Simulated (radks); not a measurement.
Results of a calculation; reference values are marked as such.
Question: Coherent X-ray form factor from a spherical all-electron density. Level of theory: Dirac Kohn-Sham, exchange-only PBE, spin-unpolarised, spherical densities, point nucleus (a radial shooting solver on a logarithmic mesh with Libxc functionals).

sin(theta)/lambda (1/angstrom)  f0 (electrons)
0.05                                    49.895
0.1                                     47.225
0.15                                    44.056
0.2                                     40.961
0.25                                    38.091
0.3                                     35.440
0.4                                     30.721
0.5                                     26.787
0.6                                     23.666
0.8                                     19.434
1                                       16.684
1.25                                    13.870
1.5                                     11.335
2                                        7.652

The species is in the configuration that NIST lists as its ground one. Which atom or ion scatters so?

Answer: Neutral antimony, [Kr] 4d10 5s2 5p3. Extrapolating in s^2 from the first two rows gives f0(0) = 50.8, near the electron count 51; among species with that count, the fall with angle is slower the higher Z, and the table is that of Z = 51; from so few rows the species is fixed only to a neighbour or two.
